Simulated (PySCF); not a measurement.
**Radial density of Ti⁺ (titanium, charge +1)**

PBE0, [Ar] 3d2 4s1, high-spin 4F determinant. Computed with PySCF 2.14 in cc-pVDZ-DK (6s5p3d1f, 43 functions), with the spin-free X2C one-electron Hamiltonian (Gaussian nucleus).

| r (bohr) | 4πr²ρ (e/bohr) | 4πr²(ρα − ρβ) |
| --- | --- | --- |
| 0.00124 | 0.1784 | 0.0001 |
| 0.00209 | 0.4562 | 0.0002 |
| 0.00351 | 1.142 | 0.0006 |
| 0.00591 | 2.757 | 0.0014 |
| 0.00994 | 6.253 | 0.0031 |
| 0.0167 | 12.70 | 0.0061 |
| 0.0281 | 21.30 | 0.0093 |
| 0.0473 | 26.18 | 0.0082 |
| 0.0795 | 21.79 | 0.0008 |
| 0.134 | 20.73 | 0.0155 |
| 0.225 | 28.10 | 0.0907 |
| 0.379 | 15.76 | 0.3262 |
| 0.637 | 8.274 | 1.0177 |
| 1.07 | 9.163 | 1.2936 |
| 1.80 | 2.383 | 0.8834 |
| 3.03 | 0.5489 | 0.5199 |
| 5.10 | 0.08286 | 0.0829 |
| 8.57 | 0.0006074 | 0.0006 |

Densities and radii are taken from the X2C orbitals without a picture-change correction, which distorts them close to the nucleus.
